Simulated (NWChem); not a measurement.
All runs are NWChem calculations. System: iodine monochloride (ClI), charge 0, spin multiplicity 1, at a geometry optimised with B3LYP/def2-SVP with def2 effective core potentials on I. Level: CR-CCSD(T)/def2-TZVP with def2 effective core potentials on I, 9 core orbitals frozen.

The NWChem input:

```
start mol
memory heap 100 mb stack 700 mb global 1900 mb
geometry units angstroms nocenter noautoz
  Cl     0.000000     0.000000     1.807518
  I      0.000000     0.000000    -0.579770
  symmetry group C2v
end
basis spherical
  * library def2-tzvp
end
ecp
  I library def2-ecp
end
scf
  rhf
  nopen 0
  maxiter 100
  thresh 1e-7
  semidirect memsize 60000000 filesize 0
end
tce
  freeze core 9
  cr-ccsd(t)
  2eorb
  2emet 13
  thresh 1e-6
  maxiter 100
  tilesize 24
end
task tce energy
```

Output (cleaned and shortened):

```
             Northwest Computational Chemistry Package (NWChem) 7.3.0
             --------------------------------------------------------

                                NWChem Input Module
                                -------------------

 Scaling coordinates for geometry "geometry" by  1.889725989
 (inverse scale =  0.529177249)

 Turning off AUTOSYM since
 SYMMETRY directive was detected!

                             Geometry "geometry" -> ""
                             -------------------------

 Output coordinates in angstroms (scale by  1.889725989 to convert to a.u.)

  No.       Tag          Charge          X              Y              Z
 ---- ---------------- ---------- -------------- -------------- --------------
    1 Cl                  17.0000     0.00000000     0.00000000     1.80751800
    2 I                   53.0000     0.00000000     0.00000000    -0.57977000

 Effective nuclear repulsion energy (a.u.)     199.7198081458

            Nuclear Dipole moment (a.u.)
            ----------------------------
        X                 Y               Z
 ---------------- ---------------- ----------------
     0.0000000000     0.0000000000    -0.0000075589

      Symmetry information
      --------------------

 Group name             C2v
 Group number             16
 Group order               4
 No. of unique centers     2

      Symmetry unique atoms

     1    2


 Summary of "ao basis" -> "" (spherical)
 ------------------------------------------------------------------------------
       Tag                 Description            Shells   Functions and Types
 ---------------- ------------------------------  ------  ---------------------
 *                         def2-tzvp                  on all atoms

 Summary of "ao basis" -> "ao basis" (spherical)
 ------------------------------------------------------------------------------
       Tag                 Description            Shells   Functions and Types
 ---------------- ------------------------------  ------  ---------------------
 Cl                        def2-tzvp                13       37   5s5p2d1f
[...]
           No. of orbitals :   174
            Alpha orbitals :    87
             Beta orbitals :    87
        Alpha frozen cores :     9
         Beta frozen cores :     9
     Alpha frozen virtuals :     0
      Beta frozen virtuals :     0
         Spin multiplicity : singlet
    Number of AO functions :    87
       Number of AO shells :    29
        Use of symmetry is : on
      Symmetry adaption is : on
         Schwarz screening : 0.10D-09

          Correlation Information
          -----------------------
          Calculation type : Coupled-cluster singles & doubles w/ perturbation
   Perturbative correction : Completely renormalized (T)
            Max iterations :      100
        Residual threshold : 0.10D-05
     T(0) DIIS level shift : 0.00D+00
     L(0) DIIS level shift : 0.00D+00
     T(1) DIIS level shift : 0.00D+00
     L(1) DIIS level shift : 0.00D+00
     T(R) DIIS level shift : 0.00D+00
     T(I) DIIS level shift : 0.00D+00
   CC-T/L Amplitude update :  5-th order DIIS
                I/O scheme : Global Array Library
        L-threshold :  0.10D-05
        EOM-threshold :  0.10D-05
 no EOMCCSD initial starts read in
 TCE RESTART OPTIONS
 SLICE:      F
 D4D5:       F
 quantumc:   F
 qrotation:  F
 pwtce:      F
 qducc:      F
 nacto:                         0
 nrotv:                         0
 nrot:                          0

            Memory Information
            ------------------
          Available GA space size is     249029231 doubles
          Available MA space size is     104834348 doubles

 Maximum block size supplied by input
 Maximum block size        24 doubles

 tile_dim =     16

 -------------------------------------------------

 Global array virtual files algorithm will be used

 Parallel file system coherency ......... OK

 4-electron integrals stored in orbital form

 v2    file size   =          2019529
 4-index algorithm nr.  13 is used
 imaxsize =       30
 imaxsize ichop =        0


CCSD iterations
 ---------------------------------------------------------
 Iter          Residuum       Correlation     Cpu    Wall
 ---------------------------------------------------------
    1   0.2312506156568  -0.6786151990395     0.7     0.7
    2   0.0444477754183  -0.6548292450988     0.5     0.5
    3   0.0125719353508  -0.6682496748315     0.6     0.6
    4   0.0049150632398  -0.6684008658774     0.6     0.6
    5   0.0019859144220  -0.6691507375189     0.6     0.6
    6   0.0007629475633  -0.6693366680964     0.6     0.6
    7   0.0004494549496  -0.6693746900006     0.6     0.6
    8   0.0001987053688  -0.6693789240008     0.6     0.6
    9   0.0001372996389  -0.6693795264157     0.7     0.7
   10   0.0000704265834  -0.6693828275227     0.7     0.7
   11   0.0000099564934  -0.6693858949935     0.7     0.7
   12   0.0000042711980  -0.6693855658018     0.8     0.8
   13   0.0000020332927  -0.6693857619003     0.8     0.8
   14   0.0000011518757  -0.6693857200921     0.7     0.7
   15   0.0000006044327  -0.6693857232418     0.7     0.7
 -----------------------------------------------------------------
 Iterations converged
 CCSD correlation energy / hartree =        -0.669385723241823
 CCSD total energy / hartree       =      -756.833218405706361

 Singles contributions

 Doubles contributions
    22a1  (alpha)    22a1  (beta ) ---    17a1  (alpha)    17a1  (beta )       -0.1024427929
 CR-CCSD(T)

 CR-CCSD[T]  correction energy / hartree =        -0.014888612085253
 CR-CCSD[T] correlation energy / hartree =        -0.684274335327075
 CR-CCSD[T] total energy / hartree       =      -756.848107017791563
 CR-CCSD(T)  correction energy / hartree =        -0.014554466412829
 CR-CCSD(T) correlation energy / hartree =        -0.683940189654651
 CR-CCSD(T) total energy / hartree       =      -756.847772872119208

 Task  times  cpu:       42.5s     wall:       42.5s

 Total times  cpu:       42.6s     wall:       42.6s
```
